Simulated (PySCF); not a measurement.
C5H8FN.
Numbering: `[CH3:1][CH2:2][CH2:3][C@H:4]([F:5])[C:6]#[N:7]` (hydrogens: H8, H9, H10 on C1; H11, H12 on C2; H13, H14 on C3; H15 on C4)

The closed-shell SCF was solved with PySCF and density fitting under several settings on one GFN2-xTB geometry (grid level 2 and gas phase unless stated).

```
      settings  basis functions  SCF cycles     E (Eh)  HOMO (eV)  LUMO (eV)  dipole (D)
 PBE0/pcSseg-1              159          14  -349.4846      -9.57      -0.12        3.76
PBE0/def2-SVPD              207          14  -349.2827      -9.62      -0.30        3.81
```

Problem. Estimate the rows for these settings: (1) mPW1PW91/pcSseg-0, energy threshold 1e-07 Eh; (2) CAM-B3LYP/6-31++G**, energy threshold 1e-06 Eh; (3) HF/IGLO-II, grid level 4, level shift 0.3 Eh.

Solution. 
| settings | basis functions | SCF cycles | E (Eh) | HOMO (eV) | LUMO (eV) | dipole (D) |
| --- | --- | --- | --- | --- | --- | --- |
| mPW1PW91/pcSseg-0, energy threshold 1e-07 Eh | 79 | 8 | -349.0352 | -9.70 | -0.14 | 3.83 |
| CAM-B3LYP/6-31++G**, energy threshold 1e-06 Eh | 174 | 8 | -349.7748 | -11.00 | 0.18 | 3.88 |
| HF/IGLO-II, grid level 4, level shift 0.3 Eh | 202 | 14 | -347.9620 | -12.89 | 3.60 | 3.98 |

Problem. Over all rows, what range does the HOMO–LUMO gap span?

Solution. From 9.32 eV (PBE0/def2-SVPD) to 16.49 eV (HF/IGLO-II, grid level 4, level shift 0.3 Eh). The functional of the narrowest has 25 % exact exchange, that of the widest 100 % exact exchange.

Problem. And the dipole moment?

Solution. From 3.76 D (PBE0/pcSseg-1) to 3.98 D (HF/IGLO-II, grid level 4, level shift 0.3 Eh); the largest is 1.06 times the smallest, and the median is 3.83 D.

Problem. Compare two rows with the functional PBE0: PBE0/pcSseg-1 and PBE0/def2-SVPD. Which energy is lower, and by how much?

Solution. PBE0/pcSseg-1 (159 functions) lies 0.2019 Eh or 127 kcal/mol below PBE0/def2-SVPD (207 functions). The smaller set gives the lower energy; the two sets aren't nested, so the variational bound doesn't order them by size.

Whole jobs, the steps after the SCF included, on an Arm Neoverse V1 with one thread (shared host):

| settings | work after the SCF | wall time | peak memory |
| --- | --- | --- | --- |
| PBE0/pcSseg-1 | shieldings, charges and field gradients, density and orbital grids written | 23 s | 0.72 GiB |
| PBE0/def2-SVPD | 6 singlets by full TDDFT, 2 Tamm–Dancoff triplets, polarisability, density and orbital grids written | 35 s | 0.84 GiB |
| mPW1PW91/pcSseg-0, energy threshold 1e-07 Eh | shieldings, charges and field gradients | 6.9 s | 0.52 GiB |
| CAM-B3LYP/6-31++G**, energy threshold 1e-06 Eh | shieldings, charges and field gradients | 25 s | 0.89 GiB |
| HF/IGLO-II, grid level 4, level shift 0.3 Eh | shieldings | 10 s | 0.82 GiB |

Cycle counts include a coarse-grid stage where the run had one. All basis functions are spherical, in the Pople sets too.

The values belong to the conformer `[CH3:1][CH2:2][CH2:3][C@H:4]([F:5])[C:6]#[N:7]`: C1–C2–C3–C4 178°, C2–C3–C4–F5 -174°.
